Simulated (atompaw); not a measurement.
**Pr: PAW (atompaw) pseudisation with PBE, scalar-relativistic reference atom.**

* Element: Pr
* Generator: atompaw 4.2.0.5
* Type: PAW
* Functional: PBE
* Relativity: scalar-relativistic
* Frozen core: [Kr] 4d10
* Valence charge: 13
* Reference configuration: 4f3 5s2 5p6 5d0 6s1.75 6p0 (charge +0.25)
* Partial waves: 5s (bound): rc 2.05 bohr; 6s (bound): rc 3.00 bohr; 5p (bound): rc 2.20 bohr; 6p (bound, empty): rc 3.00 bohr; 5d (bound, empty): rc 3.00 bohr; 5d channel at 2.75 Ry: rc 3.00 bohr; 4f (bound): rc 1.05 bohr; 4f channel at 3.35 Ry: rc 1.05 bohr
* Local potential: ultrasoft scheme with l = 4 at 0 Ry, radius 2.40 bohr
* Core correction: smooth core density matched at 2.90 bohr
* Augmentation charge: gaussian compensation charge, radius 2.85 bohr; PAW radius 3.00 bohr; waves and projectors: custom polynom2 7 10 vanderbiltortho

All-electron outer shells of the reference configuration (PBE, scalar-relativistic, ld1.x):

```
shell  level (eV)  outermost node (bohr)  outermost maximum (bohr)
   4p     -216.56                   0.32                      0.60
   4d     -111.83                   0.30                      0.64
   5s      -40.38                   0.74                      1.35
   5p      -22.83                   0.79                      1.53
   6s       -4.56                   1.81                      3.80
   5d       -3.26                   0.91                      2.25
   4f       -2.58                      –                      0.69
   6p       -2.17                   2.17                      4.94
```

Task: Is the overlap operator S = 1 + Σ q|β⟩⟨β| positive definite (Bessel basis up to 400 Ry)?

Result: Yes: its lowest eigenvalue is 0.35 (s channel).

A Bessel basis up to 400 Ry misses an occupied level by 0.24 Ry, so cutoffs and ghosts were not judged.
